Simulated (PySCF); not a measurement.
**Choosing a basis for TDDFT**

BFH4N2.
SMILES with atom numbers: `[NH2:1][B:2]([NH2:3])[F:4]` (hydrogens: H5, H6 on N1; H7, H8 on N3)

Cartesian coordinates in Å at the PBE0-D3(BJ)/def2-SVP level; atoms count from 1:
```
atom  x, y, z in Å
N1     1.2985   -0.2246    0.0486
B2     0.0373    0.3871   -0.1227
N3    -1.2029   -0.2706    0.0302
F4     0.0153    1.6952   -0.4566
H5     2.1533    0.2987   -0.0698
H6     1.4330   -1.1935    0.2923
H7    -1.3059   -1.2432    0.2746
H8    -2.0740    0.2215   -0.1027
```

TDDFT with PBE0 (PySCF), vertical singlets, core orbitals frozen in the response, spherical d and f functions. Isolated species at its PBE0-D3(BJ)/def2-SVP geometry, gas phase.

**Question.** Compare 6-31G*, def2-SVP, 6-31+G*, def2-SVPD, aug-cc-pVDZ, def2-TZVP, def2-TZVPD and aug-cc-pVTZ for this molecule.

**Answer.** 

```
      basis  functions  diffuse  S1 (eV)  S2 (eV)  S3 (eV)  S4 (eV)  S5 (eV)  LUMO (eV)  α (au)
     6-31G*         64       no     7.60     8.61     8.87     9.38     9.45       2.55    23.2
   def2-SVP         76       no     7.00     8.04     8.52     8.77     9.26       1.73    24.0
    6-31+G*         80      yes     5.81     6.62     7.26     7.44     7.59      -0.06    29.1
  def2-SVPD        115      yes     6.18     7.38     7.85     7.89     8.48       0.26    32.6
aug-cc-pVDZ        128      yes     5.71     6.47     6.87     7.26     7.32      -0.28    33.7
  def2-TZVP        148       no     6.46     7.55     8.05     8.17     8.73       0.78    29.6
 def2-TZVPD        187      yes     5.89     6.94     7.40     7.54     8.05      -0.07    33.6
aug-cc-pVTZ        276      yes     5.74     6.49     6.86     7.20     7.33      -0.30    33.9
```

States are compared by their number. Against the largest diffuse basis here (aug-cc-pVTZ, itself not a converged limit), sets without diffuse functions differ by up to 1.86 eV in S1 and 2.12 eV in S5; the smaller diffuse sets differ by up to 0.44 and 1.15 eV. State by state, the largest deviation of a set without diffuse functions is S1 1.86, S2 2.12, S3 2.01, S4 2.18, S5 2.12 eV. The same number needn't mean the same state in each row. Against aug-cc-pVTZ the polarisability deviates by -32% in 6-31G*, -29% in def2-SVP, -14% in 6-31+G*, -4% in def2-SVPD, -1% in aug-cc-pVDZ, -13% in def2-TZVP, -1% in def2-TZVPD. A single + in a Pople set puts diffuse functions on heavy atoms only.

Without π bonds the low states are Rydberg-like; a valence basis with one diffuse set may place them up to an eV too high.
